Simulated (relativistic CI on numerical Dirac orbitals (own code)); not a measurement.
Calculated at this level of theory: Dirac-Coulomb-Breit CI, orbitals from a KLI potential per configuration, a model potential for QED, unscaled Slater integrals (own radial code, finite nucleus).

The strongest absorption lines from the ground level of an ion, among the configurations computed and to levels below about 570 eV (vacuum wavelength in Å, gf): 44.423 (0.33), 44.965 (2.4), 45.042 (4), 45.053 (1.8), 45.401 (0.37), 59.399 (0.67), 63.118 (2.3), 64.255 (1.2).

Q: Which ion is it?
A. Re XLI
B. Re XLIII
C. Tm XXXV
D. Tl XLVII

A: A. Re XLI has 35 electrons and the ground level 4s2.4p5 2P°_3/2; the strongest line goes to 4s2.4p4.4d 2D_5/2. The pattern of lines fixes the number of electrons, and along that sequence the line energies rise steadily with the charge (about as its square where n changes within one kind of shell, about linearly where n is kept but much faster in heavy ions where fine structure, which grows about as Z⁴, sets the gap, and irregularly where shells cross), which fixes Z. Configurations outside the model, such as inner-shell arrays, can give stronger lines. At this charge energies of transitions that change n are usually good to better than 1 %, and those within a shell (Δn = 0) to a few per cent.

LS names give the leading component of a level, which can be under half, so a name can repeat, a term be missing and a line seem to break the LS rules.
